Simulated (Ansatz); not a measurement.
Ansatz (a program for electronic structure) job for C₄H₇ClSi, SMILES [SiH3][C@@H]1C=C(Cl)C1, ωB97X-V/def2-SVPD. The structure is a stationary point at B3LYP-D3(BJ)/def2-SVP. The structure was generated by enumeration; whether it is a known compound was not checked.

Ansatz 0.2 input:
```yaml
crystal:
  periodic: [false, false, false]
  atoms:
    - {symbol: Si, position_ang: [-2.53415755, -0.04148120, 0.33437296]}
    - {symbol: C, position_ang: [-0.76842050, 0.18207037, 0.98584718]}
    - {symbol: C, position_ang: [0.14711866, 1.08833080, 0.16830621]}
    - {symbol: C, position_ang: [0.98127244, 0.08060951, -0.13537952]}
    - {symbol: Cl, position_ang: [2.40904078, -0.04055181, -1.09424944]}
    - {symbol: C, position_ang: [0.24168780, -0.98185554, 0.63671465]}
    - {symbol: H, position_ang: [-3.25516037, -1.07874121, 1.13132037]}
    - {symbol: H, position_ang: [-2.47929176, -0.47125556, -1.09348852]}
    - {symbol: H, position_ang: [-3.28776265, 1.24372414, 0.42931902]}
    - {symbol: H, position_ang: [-0.79138537, 0.41873346, 2.06494400]}
    - {symbol: H, position_ang: [0.11372629, 2.14925145, -0.08242030]}
    - {symbol: H, position_ang: [0.77756635, -1.39540099, 1.50537278]}
    - {symbol: H, position_ang: [-0.16313073, -1.81112432, 0.03304063]}
basis:
  gaussian:
    orbitals: def2-SVPD
hamiltonian:
  xc: {name: wB97X-V}
```

Log of the run:

```
WARN ansatz: RAYON_NUM_THREADS=2 ignored (pool sized by the plan → 2); use --threads N
Functional definition: wB97X-V
integrals: 0.20 GiB planned
1637 factors; their error is unknown
integrals: 0.22 GiB planned
644 factors; integrals over basis functions are off by at most 2.6e-5 eV
mean field: 1.77 GiB planned
mean field evaluation 1: about -24645.0180 eV, gradient 3.1e1 eV
mean field evaluation 2: about -24645.9796 eV, gradient 2.6e1 eV
mean field evaluation 4: about -24647.5646 eV, gradient 1.6e0 eV
mean field evaluation 8: about -24647.5802 eV, gradient 1.4e-1 eV
mean field evaluation 16: about -24647.6229 eV, gradient 3.5e-4 eV
mean field -24647.62286533 eV, -905.7834335421 hartree, gradient 2.5e-5 eV, S^2 0.000000; 0 other end points of the search recorded, 0 dependent functions left out
reference -24647.62286256 eV, -905.7834334404 hartree; 31, 31 occupied and 156, 156 virtual orbitals, 1637 factors
Total energy: -24647.62286256 eV, -905.7834334404 hartree
```

The run converged.

Cost: roughly 15 core-seconds.
